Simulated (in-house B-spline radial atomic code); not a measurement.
In²⁺. Computed with a B-spline radial atomic code. Model: all-electron spherical atom, spin shells full or empty, radial basis limit, no spin-orbit coupling, Breit or QED, empty-state partial waves extrapolated as (l+1/2)^-4, RPA, G0W0 and static COHSEX of the highest shell as one setting changes (uncorrelated shells keep exact exchange).

In a row where one electron alone is correlated, RPA and GW hold only self-correlation.

Given: element In; charge 2; filled core Kr; hamiltonian one-electron scalar X2C; mean-field start PBE0; highest l of empty states 9; nuclear rms radius 4.6156 fm; highest mean-field shell 5s up.

Shell: 4d 5 5, 5s 1 0 (electrons up and down).

| lowest nl shells left uncorrelated | RPA correlation energy (hartree) | G0W0 level (eV) | G0W0 minus most complete (meV) | COHSEX level (eV) |
| --- | --- | --- | --- | --- |
| 0 | -3.6259 | -28.631 | 0 | -30.131 |
| 1 | -3.4533 | -28.631 | 0.1 | -30.131 |
| 2 | ? | ? | ? | ? |
| 3 | -2.7129 | -28.63 | 0.5 | -30.129 |
| 4 | -2.5343 | -28.642 | -11 | -30.153 |
| 5 | ? | ? | ? | ? |
| 6 | -1.1933 | -28.583 | 47.9 | -30.066 |
| 7 | -1.0372 | -28.639 | -8.4 | -30.172 |
| 8 | -0.60055 | -28.574 | 56.5 | -30.077 |
| 9 | -0.016628 | -27.496 | 1135.5 | -28.391 |

Task: What follows for lowest nl shells left uncorrelated = 2?

Result: RPA correlation energy -3.2612 hartree; G0W0 level -28.633 eV; G0W0 minus most complete -1.9 meV; COHSEX level -30.136 eV.

Task: What follows for lowest nl shells left uncorrelated = 5?

Result: RPA correlation energy -2.0099 hartree; G0W0 level -28.634 eV; G0W0 minus most complete -3.1 meV; COHSEX level -30.144 eV.
